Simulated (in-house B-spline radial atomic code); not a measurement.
A calculation on neutral molybdenum: its settings, and results tabulated from the run. Level of theory: Dirac-Kohn-Sham BHandHLYP, spherical fractional occupations, Fermi nucleus of rms radius 4.4091 fm; calculated with a radial B-spline atomic code at the basis-set limit.

Command:
```bash
python run_scf.py task.json out
```
Settings (nuclear radius in fm, mass in u):
```
Z                42
configuration    [Kr] 4d5 5s1
hamiltonian      dirac
method           bhandhlyp
spin_polarised   False
nucleus          fermi
rms_radius       4.4091
atomic_mass      97.9054
speed_of_light   137.035999084
```

Output (hartree, bohr):
```
 radial grid: 78 intervals, B-splines of order 8, outer radius 50 bohr

 iter        energy (Eh)    residual
    1       -4043.920263    4.90e-01
    2       -4046.181542    2.22e-01
    3       -4048.924308    3.40e-02
    4       -4049.104031    1.36e-02
    5       -4049.119159    5.55e-03
    6       -4049.121455    4.96e-03
    7       -4049.122492    2.05e-03
    8       -4049.122888    3.76e-05
    9       -4049.122888    2.63e-05
   10       -4049.122888    1.48e-06
   11       -4049.122888    1.50e-07

 total energy                     -4049.12289
 kinetic                            4198.2720
 electron-nucleus                  -9781.2106
 Hartree                            1657.4481
 exact exchange                      -60.5107
 exchange-correlation                -63.1217

 first-order corrections (not in the total)
   Gaunt                             2.6955
   retardation                      -0.2674
   frequency dependence             -0.0167
   self-energy                       1.8103
   Uehling                          -0.2071
   Wichmann-Kroll                    0.0031
   recoil                            0.0160

 orbital      occ     eigenvalue          <r>       <r^2>       <1/r>     <1/r^3>       r_max    small
 1s1/2      2.000      -733.9198    0.0351605  0.00166824     43.5515           -     0.02287  2.35e-02
 2s1/2      2.000      -105.0930     0.153219   0.0277378     9.92554           -      0.1296  4.82e-03
 2p1/2      2.000       -96.5208     0.130788   0.0209999     9.88445           -       0.101  4.81e-03
 2p3/2      4.000       -92.5907     0.135338    0.022359      9.4142     2394.08      0.1048  4.66e-03
 3s1/2      2.000       -18.5453     0.427344    0.209258     3.40001           -      0.3831  1.29e-03
 3p1/2      2.000       -15.2565     0.422376    0.207735     3.29484           -      0.3708  1.23e-03
 3p3/2      4.000       -14.5969     0.432651    0.217755     3.18319     401.069        0.38  1.19e-03
 3d3/2      4.000        -8.7982     0.412567    0.204539     2.98739     58.2115      0.3213  1.07e-03
 3d5/2      6.000        -8.6739     0.416014    0.207821     2.95823     55.5266      0.3241  1.06e-03
 4s1/2      2.000        -2.7108      1.10889     1.39363     1.22628           -      0.9887  2.82e-04
 4p1/2      2.000        -1.7212      1.21709     1.69934      1.1047           -       1.054  2.36e-04
 4p3/2      4.000        -1.6255      1.24711     1.78472     1.07283      55.039       1.078  2.27e-04
 4d3/2      2.000        -0.1496      2.01692     5.17511    0.685136     3.47077       1.389  1.01e-04
 4d5/2      3.000        -0.1422      2.05176     5.37038    0.674377      3.2514       1.404  9.82e-05
 5s1/2      1.000        -0.1449      3.76537     16.4559    0.339296           -       3.026  2.50e-05
```

Time taken, with all properties: 2.5 s on 1 thread of Arm Neoverse V2, on a shared host.

For the Dirac Hamiltonian the kinetic term is c α·p + (β - 1)c².

Caution: exact exchange at fractional occupations of open shells leaves self-interaction of up to several eV.
